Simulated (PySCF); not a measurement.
O4Ru, charge -1, doublet, at a GFN2-xTB geometry (such geometries of metal compounds can be far from the true shape) (the multiplicity is a formal guess) (core potentials on Ru) (in this run its highest filled SCF level lies above zero, so its values depend strongly on the basis, on diffuse functions most of all); TPSS/def2-SVP in PySCF.

Input for PySCF:
```python
from pyscf import gto, scf, dft

mol = gto.M(
    atom='''
Ru   -0.000000   -0.000000   -0.000000
O     1.238745    0.801874   -0.801071
O     0.842622   -0.996776    1.056235
O    -1.077429   -1.068659   -0.718554
O    -1.003937    1.263560    0.463391
''',
    basis='def2-svp',
    ecp={'Ru': 'def2-svp'},
    charge=-1,
    spin=1,
    verbose=3,
)

mf = dft.UKS(mol)
mf.xc = 'tpss'
mf.kernel()
mf.analyze()
```

The log (banner, timings and long lists left out):

```
converged SCF energy = -395.630620395341  <S^2> = 0.75334417  2S+1 = 2.0033414
**** MO energy ****
                             alpha | beta                alpha | beta
MO #1   energy= -18.7043316687892  | -18.7007802427867  occ= 1 | 1
MO #2   energy= -18.7043105629323  | -18.7007587168259  occ= 1 | 1
MO #3   energy= -18.7043046908763  | -18.7007529505528  occ= 1 | 1
MO #4   energy= -18.7042879101814  | -18.7007382661642  occ= 1 | 1
MO #5   energy= -2.86816414809531  | -2.8533662197859   occ= 1 | 1
MO #6   energy= -1.74667836901502  | -1.73556132712888  occ= 1 | 1
MO #7   energy= -1.74667724728006  | -1.7355583960818   occ= 1 | 1
MO #8   energy= -1.72801375251043  | -1.70314817596541  occ= 1 | 1
MO #9   energy= -0.667811039433344 | -0.66097578887991  occ= 1 | 1
MO #10  energy= -0.664740254918019 | -0.657330903875068 occ= 1 | 1
MO #11  energy= -0.642841431047816 | -0.63573114041042  occ= 1 | 1
MO #12  energy= -0.642840576358649 | -0.635730464952849 occ= 1 | 1
MO #13  energy= -0.243874374337777 | -0.237830684125243 occ= 1 | 1
MO #14  energy= -0.234139867997406 | -0.226447756369896 occ= 1 | 1
MO #15  energy= -0.221260541965647 | -0.214503163683094 occ= 1 | 1
MO #16  energy= -0.219328896418405 | -0.214501266564903 occ= 1 | 1
MO #17  energy= -0.219325953022911 | -0.193275701404083 occ= 1 | 1
MO #18  energy= -0.126729324744453 | -0.122692142305084 occ= 1 | 1
MO #19  energy= -0.10052486103653  | -0.0907181919090594 occ= 1 | 1
MO #20  energy= -0.0955597283599705 | -0.0907149663470786 occ= 1 | 1
MO #21  energy= -0.0955564622598847 | -0.0869342584413804 occ= 1 | 1
MO #22  energy= -0.0682888521518387 | -0.0546652410534071 occ= 1 | 1
MO #23  energy= -0.0682854323775181 | -0.0546638146363287 occ= 1 | 1
MO #24  energy= -0.0545641979148797 | -0.0525623948375403 occ= 1 | 1
MO #25  energy= 0.0394428109405496 | 0.0741797180900889 occ= 1 | 0
MO #26  energy= 0.0712316029258169 | 0.0791186771869615 occ= 0 | 0
MO #27  energy= 0.12202818263025   | 0.12775961398656   occ= 0 | 0
MO #28  energy= 0.122031504749735  | 0.127761096812405  occ= 0 | 0
MO #29  energy= 0.178502227504346  | 0.180379712625686  occ= 0 | 0
MO #30  energy= 0.18875374024097   | 0.198761853053344  occ= 0 | 0
MO #31  energy= 0.215121626187752  | 0.218201430786677  occ= 0 | 0
MO #32  energy= 0.230258306849355  | 0.231300219455699  occ= 0 | 0
MO #33  energy= 0.230261905601517  | 0.23130386149795   occ= 0 | 0

WARN: System has nonzero charge -1; the dipole moment is origin-dependent.
Location of origin: [0. 0. 0.]

Dipole moment(X, Y, Z, Debye):  0.00000, -0.00000, -0.00003
```
